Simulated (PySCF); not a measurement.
Delta-SCF ions had no search for a lower state. Excitations are Tamm–Dancoff values on a coarser integration grid. The basis has no diffuse functions, so Rydberg states are missing or too high.

Cl₃In, SMILES `[Cl][In]([Cl])[Cl]` (charge 0, multiplicity 1)

These are PBE-D3(BJ)/def2-TZVP (PySCF) values and carry that method's errors.

| Quantity | Result |
|---|---|
| HOMO | -8.01 eV |
| dipole moment | 0.00 D |
| HOMO–LUMO gap | 4.07 eV |
| LUMO | -3.94 eV |
| S1 excitation (TDA) | 4.21 eV |
| S1 oscillator strength | 0.000 |
| T1 excitation (TDA) | 3.92 eV |
| S1–T1 gap (TDA) | 0.30 eV |
| vertical ionisation energy (Delta-SCF) | 10.76 eV |
| total energy | -1570.3744 Ha |
| cost | very roughly 60 core-seconds |

```xyz
4

Cl    -1.1811    -1.9915    -0.0311
In     0.0000     0.0000     0.0000
Cl     2.3153    -0.0272     0.0214
Cl    -1.1342     2.0188     0.0098
```
